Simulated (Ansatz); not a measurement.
`[F][Ge]([F])([Cl])[SeH]` + HCl → `[F][Ge]([F])([Cl])[Cl]` + H₂Se at 700 K and 1 bar (ligand exchange at a Ge–Se bond).

Program: Ansatz. Geometries: PBE0-D4/def2-TZVP. ΔE: electronic, gas phase. CBS: MP2 limit from def2 TZ/QZ plus the TZ coupled-cluster correction, frozen cores. This one scheme is used for every species. For Ge, Se outer-core shells are correlated without core-valence functions, which leaves a few kJ/mol of doubt a bond. Scalar relativity is left out up to krypton. One conformer a species, not always the lowest.

```tsv
species	CCSD(T)/CBS energy (Eh)	H − E (kJ/mol)	S (J/(mol·K))
`[F][Ge]([F])([Cl])[SeH]`	-5136.92697	106.2	474.6
HCl	-460.38127	38.4	211.8
`[F][Ge]([F])([Cl])[Cl]`	-3195.41116	79.2	424.2
H₂Se	-2401.89790	61.1	251.1
```

H − E and S are ideal-gas, rigid-rotor, harmonic terms from PBE0-D4/def2-TZVP, for one conformer and one mirror image of each species. 1 Eh = 2625.50 kJ/mol, R = 8.31446 J/(mol·K).

**Question.** By hand: ΔE, ΔH, ΔS and ΔG.

**Answer.** ΔE = (-3195.41116) + (-2401.89790) − (-5136.92697) − (-460.38127) = -0.00082 Eh = -2.2 kJ/mol. Δ(H − E) = 79.2 + 61.1 − 106.2 − 38.4 = -4.3, so ΔH = -6.5 kJ/mol. ΔS = 424.2 + 251.1 − 474.6 − 211.8 = -11.1 J/(mol·K). ΔG = -6.5 − 700 × (-11.1)/1000 = 1.3 kJ/mol.

**Question.** By hand: the equilibrium constant, and the temperature at which ΔG would vanish if ΔH and ΔS stayed fixed.

**Answer.** log₁₀ K = −ΔG/(RT ln 10) = -0.1. ΔG = 0 at ΔH/ΔS = 586 K, though so small a ΔH makes that figure unsure.

TΔS isn't small against ΔH here. The sign of ΔG lies within the doubt. A doubt of 5 kJ/mol in ΔE shifts log₁₀ K by 0.4 here. Other conformers and mirror images would add mixing entropy, several J/(mol·K) or more a flexible species. These are equilibria of isolated gas molecules and say nothing of rates. Largest T1 diagnostic: 0.011 (customary marks: 0.02 for closed shells, 0.045 for open ones).
